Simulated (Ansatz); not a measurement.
Reactions of CH2AlClS (`[Cl][Al]1[CH2][S]1`).

Program: Ansatz. Geometries: PBE0-D4/def2-TZVP. ΔE: electronic, gas phase. CCSD(T)/CBS is the MP2 limit (def2-TZVPP, def2-QZVPP) plus CCSD(T) − MP2 in def2-TZVPP, frozen cores. This one scheme is used for every species, atoms too. No spin–orbit coupling; open shells (•) take unrestricted orbitals. Spin–orbit coupling would lower the free atoms: a little for Al, C, Cl, S. For Br outer-core shells are correlated without core-valence functions, so the limit isn't a true one: a few kJ/mol of doubt a bond, and 10 to 20 or more in all where bonds break to atoms. Scalar relativity is left out up to krypton.

(1) Order these by ΔE at CCSD(T)/CBS, lowest first. (Best estimate.)
A. `[Cl][Al]1[CH2][S]1` + HBr → `[Br][Al]1[CH2][S]1` + HCl
B. `[Cl][Al]1[CH2][S]1` → Al• + C• + Cl• + 2 H• + S•
C. `[Cl][Al]1[CH2][S]1` + CH₄ → `[CH3][Al]1[CH2][S]1` + HCl
D. `[Cl][Al]1[CH2][S]1` + H₂ → `[CH2]1[AlH][S]1` + HCl

Largest T1 diagnostic: 0.018, for Al•.

Answers

(1) A (-0.03 eV), D (+1.36 eV), C (+1.55 eV), B (+20.99 eV).
